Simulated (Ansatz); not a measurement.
`NC[SiH](Cl)I` + CH₃OH → `CO[SiH](Cl)I` + CH₃NH₂  (ligand exchange at the Si–C bond)

Gas-phase electronic energies from Ansatz, PBE0-D4/def2-TZVP geometries. CBS: MP2 limit from def2 TZ/QZ plus the TZ coupled-cluster correction, frozen cores. This one scheme is used for every species. Functionals use def2-TZVPP. def2 core potentials past Kr. For I outer-core shells are correlated without core-valence functions, which leaves a few kJ/mol of doubt a bond. Each species was taken in one conformer, which may not be the lowest.

```json
{"level": "r2SCANh-D4", "ΔE (kJ/mol)": "-108.0"}
{"level": "ωB97X-V", "ΔE (kJ/mol)": "-106.7"}
{"level": "ωB97M-V", "ΔE (kJ/mol)": "-106.0"}
{"level": "B2PLYP", "ΔE (kJ/mol)": "-112.2"}
```

(1) What does CCSD(T)/CBS give? (An estimate is asked.)

Largest T1 diagnostic among the species: 0.010.

Answers

(1) Ansatz gave: -107.0 kJ/mol. The listed levels differ from it by -1.0, 0.3, 1.0, -5.2 kJ/mol.

At CCSD(T), def2-SVP lies +5.5 kJ/mol from the extrapolated value and def2-TZVPP −0.6 kJ/mol. From BLYP to BHLYP (50 % exact exchange), in def2-TZVPP and without D4, ΔE moves by −6.9 kJ/mol.
